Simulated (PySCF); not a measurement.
Run record: excited-state job, `C(CC)c1ccncc1` (4-propylpyridine).

Computed with TDDFT wB97X-D/def2-SVPD, vertical, gas phase, core orbitals frozen in the response (PySCF 2.14.0, density-fitted response routines). Geometry: PBE0-D3(BJ)/def2-SVP. The input is one job of a driver script: a line of settings, then coordinates in Å.

Input:
```
{"job": {"kind": "uv", "xc": "wB97X-D", "basis": "def2-SVPD", "ip": true}, "charge": 0, "multiplicity": 1}
C     -3.177089    -0.266418    -0.105293
C     -1.702431    -0.376488    -0.454019
C     -0.793076     0.300229     0.574294
C      0.661025     0.187291     0.218935
C      1.293873     1.137266    -0.588290
C      2.633518     0.960976    -0.929680
N      3.366685    -0.075116    -0.530524
C      2.768388    -0.982173     0.237363
C      1.435260    -0.899835     0.635208
H     -3.495906     0.786321    -0.040835
H     -3.394958    -0.735884     0.867440
H     -3.807122    -0.759172    -0.860903
H     -1.512983     0.069086    -1.445475
H     -1.411998    -1.437120    -0.544015
H     -0.967006    -0.150626     1.565556
H     -1.070181     1.364255     0.659380
H      0.747675     2.014364    -0.945959
H      3.139320     1.702739    -1.559237
H      3.384413    -1.829210     0.562131
H      1.003848    -1.677473     1.271393
```

Output:
```
coarse grid: 16576 points
cycle   1  E = -365.7604933828  dE =  1.521e+00  |g| = 3.479e-01  |ddm| = 9.099e+00
cycle   2  E = -365.7776953837  dE = -1.720e-02  |g| = 3.075e-01  |ddm| = 2.968e+00
cycle   3  E = -365.7968101264  dE = -1.911e-02  |g| = 6.268e-02  |ddm| = 2.060e+00
cycle   4  E = -365.7976292733  dE = -8.191e-04  |g| = 2.939e-02  |ddm| = 3.699e-01
cycle   5  E = -365.7978505228  dE = -2.212e-04  |g| = 5.696e-03  |ddm| = 1.215e-01
cycle   6  E = -365.7978604041  dE = -9.881e-06  |g| = 1.864e-03  |ddm| = 3.160e-02
final grid: 159752 points
cycle   7  E = -365.8538760842  dE = -1.311e-04  |g| = 4.395e-03  |ddm| = 3.267e-01
cycle   8  E = -365.8538791336  dE = -3.049e-06  |g| = 3.506e-03  |ddm| = 3.364e-02
cycle   9  E = -365.8538816945  dE = -2.561e-06  |g| = 8.136e-04  |ddm| = 2.609e-02
cycle  10  E = -365.8538818629  dE = -1.684e-07  |g| = 2.978e-04  |ddm| = 4.222e-03
cycle  11  E = -365.8538818875  dE = -2.461e-08  |g| = 9.866e-05  |ddm| = 2.921e-03
cycle  12  E = -365.8538818910  dE = -3.527e-09  |g| = 3.206e-05  |ddm| = 6.269e-04
cycle  13  E = -365.8538818916  dE = -5.471e-10  |g| = 1.301e-05  |ddm| = 3.664e-04
converged SCF energy = -365.8538818916

Static polarisability (au): isotropic 99.887, principal 71.448 102.458 125.754

Singlet excitations
state   eV       nm        f      main configurations
  1   5.1210    242.1   0.00477   H->L 0.97
  2   5.3521    231.7   0.00000   H->L+1 0.99
  3   5.5944    221.6   0.02652   H-1->L 0.68, H-2->L+1 0.30
  4   6.3354    195.7   0.00111   H-1->L+1 0.52, H-2->L 0.46
  5   7.1703    172.9   0.36987   H-2->L+1 0.66, H-1->L 0.29
  6   7.2073    172.0   0.80355   H-2->L 0.50, H-1->L+1 0.45
  7   7.6946    161.1   0.00038   H-1->L+2 0.51, H-1->L+3 0.41
  8   7.7568    159.8   0.03121   H->L+3 0.49, H->L+2 0.32, H->L+6 0.11
  9   7.7638    159.7   0.00371   H-6->L 0.62, H-3->L 0.34
 10   8.0604    153.8   0.02905   H-2->L+2 0.49, H-1->L+4 0.24, H-2->L+3 0.18

Triplet excitations (Tamm-Dancoff, eV): 4.3444 4.4632 4.7805 4.9706
Vertical ionisation energy (delta-SCF) = 9.3265 eV
```

The SCF starts on a coarse grid where the log names one; the energy can jump when the final grid takes over, and dE then counts from the start density on the new grid. H and L stand for HOMO and LUMO; the number after each pair is its weight.

**Question.** Give S1 in cm⁻¹ and kJ/mol.

**Answer.** 5.1210 eV × 8065.54 = 41304 cm⁻¹; × 96.485 = 494.1 kJ/mol.

**Question.** Give the mean polarisability as a volume in Å³, and the ratio of the largest to the smallest principal value.

**Answer.** 99.887 au × 0.148185 = 14.80 Å³; 125.754/71.448 = 1.76.

In short: HOMO -9.23 eV, LUMO 1.02 eV; lowest singlet 5.12 eV; lowest triplet 4.34 eV (Tamm–Dancoff); mean polarisability 99.9 au.

**Question.** Estimate the wall time. Hardware: an x86-64 server with one thread, shared host.

**Answer.** About 4.5 min.

One conformer stands for the species.
Labels such as C1 count atoms from 1, the log's own numbers from 0.

wB97X-D is run here without its empirical dispersion term; that term would change no orbital, density or response property at a fixed geometry.
